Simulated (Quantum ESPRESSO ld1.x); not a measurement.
Question: Pb58+, configuration [Ar] 3d6 (the NIST ground configuration). All-electron calculation, Dirac Kohn-Sham, PBE, spin-unpolarised, spherical densities, point nucleus; open shells fill j = l - 1/2 first. Program: ld1.x of Quantum ESPRESSO 7.5.

Spin-orbit splittings of the eigenvalues, e(l+1/2) - e(l-1/2), with zeta = 2 splitting/(2l+1) and mean radii in bohr:

shell  occ.  splitting (eV)  zeta (eV)  <r> j=l-1/2  <r> j=l+1/2
2p        6            2210       1473      0.05462      0.06341
3p        6           541.2      360.8       0.1575       0.1717
3d        6               ?          ?       0.1478       0.1521
4p        0           198.3      132.2       0.3168       0.3362

Estimate the 3d splitting.

Answer: 119.6 eV (zeta = 47.86 eV).
